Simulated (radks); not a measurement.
Task: Numerical settings for the technetium ion Tc39+, [He] 2s2. Calculated with a radial shooting solver on a logarithmic mesh with Libxc functionals: Dirac Kohn-Sham, PBE, spin-unpolarised, spherical densities, finite nucleus; Fermi nuclear charge, rms radius 4.4112 fm. The defaults (mesh step 0.008 in ln r, mesh end at 40 bohr or more with all orbitals vanishing there, Anderson mixing 0.5 over 9 steps, residual threshold near 1e-9 with the energy settled to 1e-9 hartree or 1e-11 of itself, here a cap of 51 iterations) give E = -2304.4783 hartree and 2s1/2 at -5773.9 eV in 13 iterations. Run on one thread of a shared host, so times are rough (Arm Neoverse V1): 0.03 s of CPU time, 0.03 s wall, 13 iterations on 2189 mesh points. One setting is changed at a time: mesh step in ln r 0.03; mesh step in ln r 0.02; mesh step in ln r 0.2; mesh end (bohr) 20; mesh end (bohr) 3; residual threshold 0.01; residual threshold 1e-05; mixing 0.05; linear mixing, mixing 0.05; linear mixing, mixing 1; mixing history 20; iteration cap 8. Which runs fail to converge, and which converge to a wrong energy?

Result: Not converged within the cap: mesh step in ln r 0.2; linear mixing, mixing 0.05; linear mixing, mixing 1; iteration cap 8. No run marked as converged misses the energy by more than 1 mhartree.
